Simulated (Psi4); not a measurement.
Torsional profile of H10GeOSi3, SMILES [SiH3]O[SiH2][SiH2][GeH3]. Scanned: dihedral O2–Si3–Si4–Ge5; all other coordinates were relaxed at GFN2-xTB. GFN2-xTB can order the conformers of Si and Ge chains otherwise than DFT does. Points at φ and −φ are mirror images. Heavy atoms are numbered in the order of the SMILES [SiH3]O[SiH2][SiH2][GeH3], hydrogens after them in the order of the atoms that carry them; the mirror image has the same energies with the sign of each dihedral reversed.

- PBE-D3(BJ)/def2-TZVP // GFN2-xTB (Psi4)
- PBE0/def2-TZVP // GFN2-xTB (Psi4)
- PBE0-D3(BJ)/def2-TZVP // GFN2-xTB (Psi4)

Energies in kcal/mol, each method relative to its own lowest point.

```tsv
φ / °	PBE-D3(BJ)/def2-TZVP	PBE0/def2-TZVP	PBE0-D3(BJ)/def2-TZVP
-165	1.3	0.4	1.2
-150	1.4	0.6	1.4
-135	1.6	0.8	1.6
-120	1.7	1.0	1.7
-105	1.4	0.7	1.4
-90	0.8	0.4	0.8
-75	0.5	0.3	0.5
-60	0.1	0.1	0.1
-45	0.0	0.0	0.0
-30	0.2	0.1	0.1
-15	0.4	0.3	0.4
0	0.5	0.4	0.5
15	0.4	0.3	0.4
30	0.2	0.1	0.1
45	0.0	0.0	0.0
60	0.1	0.1	0.1
75	0.5	0.3	0.5
90	0.8	0.4	0.8
105	1.4	0.7	1.4
120	1.7	1.0	1.7
135	1.6	0.8	1.6
150	1.4	0.6	1.4
165	1.3	0.4	1.2
180	1.2	0.4	1.1
```
